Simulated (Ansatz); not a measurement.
Consider the ligand exchange at the Si–C bond: `C[SiH2]C[S][AlH2]` + `OCO` → `C[SiH2]OCO` + `C[S][AlH2]`.

Gas-phase electronic energies from Ansatz, PBE0-D4/def2-TZVP geometries. CCSD(T)/CBS is the MP2 limit (def2-TZVPP, def2-QZVPP) plus CCSD(T) − MP2 in def2-TZVPP, frozen cores. This one scheme is used for every species. Each species was taken in one conformer, which may not be the lowest.

`C[SiH2]C[S][AlH2]`:

Cartesian coordinates in Å:
```
C 0.803 -1.875 0.903
Si 0.267 -1.255 -0.768
C -0.313 0.542 -0.657
S 1.116 1.579 -0.106
Al -0.650 2.758 0.391
H -0.029 -1.855 1.612
H 1.163 -2.904 0.833
H 1.607 -1.253 1.301
H -0.871 -2.062 -1.294
H 1.379 -1.295 -1.753
H -0.698 0.870 -1.627
H -1.150 0.526 0.071
H -1.319 2.549 1.811
H -1.305 3.677 -0.718
```

`OCO`:

Cartesian coordinates in Å:
```
O 0.678 -0.085 -1.009
C 0.241 0.150 0.296
O -1.103 -0.178 0.488
H 0.587 -1.026 -1.187
H 0.434 1.212 0.478
H 0.791 -0.453 1.027
H -1.629 0.380 -0.093
```

`C[SiH2]OCO`:

```xyz
13

C    -2.114    0.524   -0.716
Si   -0.720   -0.407    0.083
O     0.665    0.456   -0.211
C     1.828    0.295    0.544
O     2.313   -1.012    0.517
H    -3.057   -0.012   -0.580
H    -1.939    0.635   -1.788
H    -2.219    1.521   -0.281
H    -0.627   -1.778   -0.488
H    -0.909   -0.523    1.558
H     2.560    1.006    0.145
H     1.641    0.514    1.601
H     2.578   -1.218   -0.384
```

`C[S][AlH2]`:

Cartesian coordinates in Å:
```
C -0.679 0.687 0.990
S -1.083 -0.652 -0.177
Al 0.777 -0.911 -1.258
H -1.349 1.526 0.807
H 0.352 1.021 0.877
H -0.829 0.323 2.005
H 1.995 0.020 -0.855
H 0.817 -2.015 -2.388
```

```csv
species,CCSD/def2-TZVPP energy (Eh)
`C[SiH2]C[S][AlH2]`,-1010.25435
`OCO`,-190.67321
`C[SiH2]OCO`,-520.20489
`C[S][AlH2]`,-680.77063
```

(1) Work out ΔE.

Largest T1 diagnostic among the species: 0.011.

Answers

(1) ΔE = (-520.20489) + (-680.77063) − (-1010.25435) − (-190.67321) = -0.04796 Eh = -125.9 kJ/mol. CCSD(T)/CBS gives -120.2 kJ/mol.

The D4 term adds +7.9 kJ/mol with B3LYP and +4.5 kJ/mol with PBE0; it sums over pairs of atoms, weighted by their polarisabilities, and B3LYP, whose exchange is more repulsive, gets the larger term. In def2-TZVPP, CCSD(T) changes the Hartree–Fock value by +32.7 kJ/mol (the triples alone add +4.6 kJ/mol) and MP2 by +35.9 kJ/mol.

B3LYP here is the variant with VWN-RPA as its local correlation; programs differ in this.
